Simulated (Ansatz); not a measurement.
```yaml
crystal:
  periodic: [false, false, false]
  atoms:
    - {symbol: B, position_ang: [-0.390733, 0.976424, -0.338476]}
    - {symbol: C, position_ang: [0.651874, -0.063354, 0.173679]}
    - {symbol: C, position_ang: [1.295809, -1.024318, 0.569599]}
    - {symbol: In, position_ang: [-1.275067, -1.676846, 0.109811]}
    - {symbol: H, position_ang: [-0.610438, 1.841291, 0.474503]}
    - {symbol: H, position_ang: [-0.143086, 1.358729, -1.456406]}
    - {symbol: H, position_ang: [1.977298, -1.766532, 0.920188]}
    - {symbol: H, position_ang: [-1.505668, 0.354605, -0.452899]}
basis:
  gaussian: {orbitals: "6-311G**"}
hamiltonian: {xc: {name: RPBE}}
output: {forces: true}
```

```sh
$ ansatz run in.yaml --threads 2 --pin off --events-out ev --progress --plain --max-ram 4352MiB
```

Shortened log:

```
Error: <dir> can't be read: No such file or directory (os error 2)
```
